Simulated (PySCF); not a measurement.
Task: Give a PBE0-D3(BJ)/def2-SVP geometry of InChI=1S/C3H8O2Si/c1-3-5-6(2)4/h3-4,6H,1H2,2H3/t6-/m1/s1.

Result: 
```
atom  x, y, z in Å
C1     2.2571    0.1864   -0.0099
C2     1.5834   -0.7828    0.6182
O3     0.3137   -1.1629    0.4005
Si4   -0.8638   -0.4494   -0.5731
C5    -1.2753    1.2237    0.1315
O6    -2.1519   -1.4843   -0.5735
H7     3.2937    0.3839    0.2654
H8     1.8195    0.7894   -0.8100
H9     2.0591   -1.3801    1.4049
H10   -0.3996   -0.3919   -1.9827
H11   -2.0995    1.6930   -0.4271
H12   -1.5773    1.1358    1.1873
H13   -0.4030    1.8941    0.0916
H14   -2.5688   -1.6737    0.2717
```

Any rigid rotation of these coordinates is as good. Atoms count from 1 in this order. Of the pairs four or more bonds apart, Si4···H8 is among the closest relative to their van der Waals radii: 2.96 Å, 90 % of the sum of Bondi's values. Si4 (oxygen-bound silicon) is distorted tetrahedral (angles from 105.5° to 113.2°). The O–Si distances run from 1.652 Å (Si4–O6, drawn single) to 1.686 Å (O3–Si4, drawn single), a spread of 0.034 Å.

Bonds between heavy atoms (Å): C1=C2 1.337, C2–O3 1.343, O3–Si4 1.686, Si4–C5 1.861, Si4–O6 1.652.

Method used: PBE0-D3(BJ)/def2-SVP geometry optimisation, gas phase (PySCF).

Point group: C1 (no symmetry element, even within 0.4 Å). Not checked by PBE0-D3(BJ)/def2-SVP frequencies. One conformer, not necessarily the lowest (C1–C2–O3–Si4 -8°, C2–O3–Si4–C5 -65°, O3–Si4–O6–H 61°).
